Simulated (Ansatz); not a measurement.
BFH3N (SMILES NBF) moved off its minimum; all values from Ansatz (a first-principles code), cores frozen in correlated methods.
(charge 0, multiplicity 1)
```xyz
6

B     -0.0371    -0.4732     0.0025
H     -0.3366    -1.7453    -0.1788
F      1.0461    -0.2105     0.9249
N     -0.6007     0.4219    -0.8778
H     -0.3799     1.5155    -0.8391
H     -1.3492     0.3378    -1.8624
```

**Question.** Give the forces (eV/Å), the total energy and the dipole at CCSD(T)/cc-pVTZ.

**Answer.** 
```
atom      Fx      Fy      Fz
----  ------  ------  ------
B1     2.058  -3.295   0.837
H2     0.432   2.118   0.646
F3    -2.869   0.017  -2.093
N4    -2.399   4.936  -4.087
H5    -0.416  -3.349   0.104
H6     3.194  -0.427   4.592
```
Energy -181.0394 hartree, dipole 3.47 D.
